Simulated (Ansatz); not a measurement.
Basis sets compared for Ga₈As₉H₂₄⁺, a nanocrystal cut from zinc blende GaAs (hydrogen-capped). Charge 1, multiplicity 1. Geometry PBE-D4/def2-SVP. Ansatz on 11 threads of AMD EPYC 7R13 on a shared host and a whole NVIDIA H100 80GB HBM3; times are rough, and most runs start from earlier orbitals.

| atom | x (Å) | y (Å) | z (Å) |
| --- | --- | --- | --- |
| Ga1 | 3.645 | 3.305 | -1.578 |
| Ga2 | -0.311 | 1.182 | -3.162 |
| Ga3 | 0.505 | -3.919 | 2.211 |
| Ga4 | -1.930 | -2.323 | -1.128 |
| Ga5 | 1.485 | -0.381 | -0.047 |
| Ga6 | -0.599 | 3.143 | 0.361 |
| Ga7 | -1.772 | -0.135 | 2.447 |
| Ga8 | -4.065 | 1.163 | -0.809 |
| As9 | 3.475 | 0.840 | -0.860 |
| As10 | 2.234 | -2.405 | 1.222 |
| As11 | 0.023 | -1.010 | -1.887 |
| As12 | 1.458 | 4.172 | -0.653 |
| As13 | -1.877 | 2.208 | -1.506 |
| As14 | -0.952 | -4.234 | 0.224 |
| As15 | -0.832 | -2.248 | 3.476 |
| As16 | -3.039 | -0.809 | 0.455 |
| As17 | 0.194 | 1.028 | 1.483 |
| H18 | 4.792 | 3.850 | -0.654 |
| H19 | 3.521 | 3.244 | -3.140 |
| H20 | -1.013 | 0.839 | -4.523 |
| H21 | 1.112 | 1.863 | -2.984 |
| H22 | 1.051 | -5.176 | 2.969 |
| H23 | -2.804 | -2.958 | -2.267 |
| H24 | -1.240 | 4.091 | 1.439 |
| H25 | -2.518 | 0.663 | 3.576 |
| H26 | -4.723 | 0.513 | -2.081 |
| H27 | -4.720 | 2.077 | 0.291 |
| H28 | 4.027 | -0.079 | -1.945 |
| H29 | 4.527 | 0.527 | 0.201 |
| H30 | 3.165 | -3.241 | 0.352 |
| H31 | 3.236 | -2.026 | 2.306 |
| H32 | 0.904 | -1.965 | -2.692 |
| H33 | 0.885 | 5.050 | -1.760 |
| H34 | 1.829 | 5.301 | 0.304 |
| H35 | -2.303 | 3.502 | -2.198 |
| H36 | -0.235 | -5.236 | -0.674 |
| H37 | -2.069 | -5.157 | 0.699 |
| H38 | -1.963 | -3.043 | 4.118 |
| H39 | -0.054 | -1.941 | 4.751 |
| H40 | -4.182 | -1.643 | 1.029 |
| H41 | 1.136 | 1.367 | 2.636 |

The 6-31G sets use Cartesian d functions. Single mean-field runs in 6-31G, def2-SVP, def2-TZVP are fitted with def2-universal-jkfit.

| level | functions | energy (Eh) | HOMO (eV) | LUMO (eV) | wall time |
| --- | --- | --- | --- | --- | --- |
| HF/STO-3G | 330 | -35105.3732 | -7.89 | 2.92 | 2.8 s |
| HF/6-31G | 541 | -35502.0275 | -11.88 | -1.40 | 3 s |
| PBE-D4/def2-SVP | 664 | -35526.5671 | -8.65 | -5.06 | 3.3 s |
| PBE0-D4/def2-SVP | 664 | -35527.5160 | -9.64 | -4.35 | 5 s |

(1) Estimate the rows for PBE-D4/def2-TZVP (with forces), PBE0-D4/def2-TZVP.

## Answers

(1) 
```json
{"level": "PBE-D4/def2-TZVP (with forces)", "functions": "960", "energy (Eh)": "-35531.0381", "HOMO (eV)": "-8.69", "LUMO (eV)": "-5.10", "wall time": "6 s"}
{"level": "PBE0-D4/def2-TZVP", "functions": "960", "energy (Eh)": "-35531.9718", "HOMO (eV)": "-9.65", "LUMO (eV)": "-4.38", "wall time": "8 s"}
```
